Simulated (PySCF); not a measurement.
## How methods differ on the excitation energy of F²⁺

F²⁺ [He] 2s2 2p3 (4S) → F²⁺ [He] 2s1 2p4 (4P), as a difference of total energies. Computed with PySCF 2.14 in x2c-QZVPPall, with the spin-free X2C one-electron Hamiltonian (Gaussian nucleus). Correlated levels: valence: 1s2 frozen; valence and next inner shell: nothing frozen. The calculations carry no spin-orbit coupling.

```tsv
method	excitation energy (eV)
UHF	18.911
LDA	18.117
PBE	17.824
PBE0	18.178
r2SCAN	17.819
MN15	17.344
M06	18.168
BHandHLYP	18.658
LC-wPBE	17.923
ROHF	18.849
MP2 (valence)	18.949
SCS-MP2 (valence)	18.956
MP2 (valence and next inner shell)	18.912
SCS-MP2 (valence and next inner shell)	18.933
```

A first-order spin-orbit estimate (lowest level to lowest level, LS coupling) adds -0.023 eV.
